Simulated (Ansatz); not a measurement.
PBE exchange is replaced step by step with exact exchange (0 % is PBE, 25 % PBE0; no dispersion term), basis def2-TZVP, Ansatz. System: the cluster Pt2H4 (the lowest singlet isomer of a short search). The state is a singlet with charge 0. Geometry: B3LYP-D4/def2-TZVP, each spin state at its own.

The relaxed triplet has other bonds than the singlet, so its gap is one between isomers.

Geometry of the singlet:

```xyz
6

Pt   -1.145    0.600   -0.057
Pt    1.143   -0.600    0.054
H    -2.049   -0.600   -0.263
H     2.290   -0.980   -0.907
H    -2.287    0.982    0.909
H     2.048    0.599    0.265
```

In the def2 sets Pt takes a core potential; there is no spin–orbit coupling. The structure comes from a short search, and lower isomers may exist.

```json
{"exact exchange (%)": "0", "HOMO (eV)": "-5.84", "LUMO (eV)": "-3.50", "gap (eV)": "2.34", "triplet − singlet (kJ/mol)": "106.8", "quintet − singlet (kJ/mol)": "326.2"}
{"exact exchange (%)": "5", "HOMO (eV)": "-6.09", "LUMO (eV)": "-3.34", "gap (eV)": "2.75", "triplet − singlet (kJ/mol)": "105.0", "quintet − singlet (kJ/mol)": "328.1"}
{"exact exchange (%)": "10", "HOMO (eV)": "-6.32", "LUMO (eV)": "-3.17", "gap (eV)": "3.15", "triplet − singlet (kJ/mol)": "103.2", "quintet − singlet (kJ/mol)": "330.0"}
{"exact exchange (%)": "15", "HOMO (eV)": "-6.56", "LUMO (eV)": "-3.01", "gap (eV)": "3.55", "triplet − singlet (kJ/mol)": "101.3", "quintet − singlet (kJ/mol)": "331.9"}
{"exact exchange (%)": "25", "HOMO (eV)": "-7.02", "LUMO (eV)": "-2.68", "gap (eV)": "4.34", "triplet − singlet (kJ/mol)": "97.2", "quintet − singlet (kJ/mol)": "335.6"}
{"exact exchange (%)": "35", "HOMO (eV)": "-7.47", "LUMO (eV)": "-2.35", "gap (eV)": "5.13", "triplet − singlet (kJ/mol)": "92.9", "quintet − singlet (kJ/mol)": "339.3"}
```

Question: Fit a straight line to the column «quintet − singlet (kJ/mol)» against the share of exact exchange and predict its value at 50 %.

Answer: With x = exact exchange (%) and y = quintet − singlet (kJ/mol): mean x = 15, mean y = 331.8; Σ(x − x̄)(y − ȳ) = 318, Σ(x − x̄)² = 850; slope b = 0.3741, intercept a = ȳ − b·x̄ = 326.2. The residuals of the fitted rows reach 0.1. At x = 50 the line gives 326.2 + (0.3741 × 50) = 344.9; the run gave 344.9, the same within rounding.
